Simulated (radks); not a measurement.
Question: The mean radii <r> (bohr) of the occupied orbitals of an atom or ion are listed with their occupations. Calculated with a radial shooting solver on a logarithmic mesh with Libxc functionals: Dirac Kohn-Sham, BLYP, spin-unpolarised, spherical densities, point nucleus.

orbital  occ.      <r>
1s1/2       2  0.03916
2s1/2       2   0.1722
2p1/2       2   0.1474
2p3/2       4   0.1516
3s1/2       2   0.4919
3p1/2       2   0.4912
3p3/2       4   0.5017
3d3/2       4   0.4955
3d5/2       6   0.4991
4s1/2       2    1.324
4p1/2       2    1.476
4p3/2       3    1.504

Name the element and its charge. Open shells, if any, fill j = l - 1/2 first.

Answer: Z = 38, strontium, charge +3: Sr3+ in [Ar] 3d10 4s2 4p5. The 1s radius gives Z: for a bare nucleus <r> = (2 gamma + 1)/(2Z) with gamma = sqrt(1 - (Z/c)^2), 0.03844 bohr for Z = 38, and screening makes it slightly larger (0.03916 here). The occupations add up to 35, and the charge is Z minus that.
